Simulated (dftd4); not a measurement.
H₁₀Si₅, charge -1, doublet, geometry from GFN2-xTB (a state made from the parent by changing its charge; the spin is typed, not shown lowest); D4 for b97d (dftd4 4.2.0).

dftd4 was given this input:
```
$ dftd4 mol.xyz --func b97d --charge -1 --json dftd4.json --noedisp --property

# file mol.xyz
15

Si     0.95754715     1.34339082     1.09853405
Si     1.79918819    -0.67510847     0.37619988
Si     0.23339394    -1.65177294    -0.99528035
Si    -1.65561408    -0.34099255    -0.98845436
Si    -1.33965070     1.36082810     0.53090053
H      0.88350021     1.29925864     2.60848582
H      2.15431530     2.28843441     1.11151679
H      2.32152697    -1.68543339     1.33702343
H      3.05469619    -0.46060123    -0.39061996
H     -0.05401588    -3.05462723    -0.61303891
H      0.75209162    -1.88578642    -2.36382099
H     -2.82429245    -1.17000945    -0.59190902
H     -2.07472770    -0.06121157    -2.38946918
H     -1.44463035     2.67196513    -0.21561395
H     -2.69656681     1.54918175     1.20084944
```

Write the output that dftd4 gives for this input, abridged.


```
                    ____  _____ _____     ____  _  _
      -------------|  _ \|  ___|_   _|---|  _ \| || |------------
     |             | | | | |_    | | ___ | | | | || |_           |
     |             | |_| |  _|   | ||___|| |_| |__   _|          |
     |             |____/|_|     |_|     |____/   |_|            |
     |             ===================================           |
     |            E. Caldeweyher, S. Ehlert & S. Grimme          |
     |          Mulliken Center for Theoretical Chemistry        |
     |                    University of Bonn                     |
      -----------------------------------------------------------

Rational (Becke-Johnson) damping: b97d-D4-ATM
---------------------
  s6         1.0000
  s8         1.6946
  s9         1.0000
  a1         0.2890
  a2         4.1341
 alp        16.0000
--------------------

Atomic data, radii in Ångström:
------------------------------------------------------
   Z          R(cov)      r4/r2   hardness         EN
------------------------------------------------------
  14 Si       1.3867     2.5839     0.3054     1.9000
   1 H        0.4267     1.0622     0.4726     2.2000
------------------------------------------------------

Atomic reference systems (in atomic units):
----------------------------------------------------------------------------
   Z        #      CN     q+Z       C6(AA)   #      CN     q+Z       C6(AA)
----------------------------------------------------------------------------
  14 Si     1  0.0000 14.0000     321.4498   2  0.8915 14.0165     270.4983
            3  1.8234 13.9936     236.2774   4  2.8003 13.9692     228.3542
            5  3.6668 13.9341     158.2713
   1 H      1  0.0000  1.0000       7.6362   2  0.8942  1.0000       3.0374
----------------------------------------------------------------------------

Atomic properties (in atomic units):
----------------------------------------------------------------------------
     #    Z              CN          q      C6(AA)        C8(AA)   alpha(0)
----------------------------------------------------------------------------
     1   14 Si       3.6630    -0.1095    160.8295    11503.5968    23.4589
     2   14 Si       3.7137    -0.1075    160.4454    11476.1231    23.4089
     3   14 Si       3.7189    -0.1076    160.4297    11474.9989    23.4061
     4   14 Si       3.7137    -0.1075    160.4454    11476.1231    23.4089
     5   14 Si       3.6630    -0.1095    160.8295    11503.5968    23.4589
     6    1 H        0.9006    -0.0435      3.9434       47.6687     3.1070
     7    1 H        0.8944    -0.0507      4.1183       49.7829     3.1756
     8    1 H        0.9103    -0.0463      4.0065       48.4320     3.1311
     9    1 H        0.9111    -0.0439      3.9504       47.7540     3.1090
    10    1 H        0.9127    -0.0448      3.9714       48.0071     3.1171
    11    1 H        0.9127    -0.0448      3.9714       48.0071     3.1171
    12    1 H        0.9111    -0.0439      3.9504       47.7540     3.1090
    13    1 H        0.9103    -0.0463      4.0065       48.4320     3.1311
    14    1 H        0.9006    -0.0435      3.9434       47.6687     3.1070
    15    1 H        0.8944    -0.0507      4.1183       49.7829     3.1756
----------------------------------------------------------------------------

Molecular properties (in atomic units):
----------------------------------------
 molecular C6                6916.0559
 molecular C8              365557.3108
----------------------------------------

Dispersion energy:      -8.6627774730762E-02 Eh

[Info] JSON dump of results written to 'dftd4.json'
```
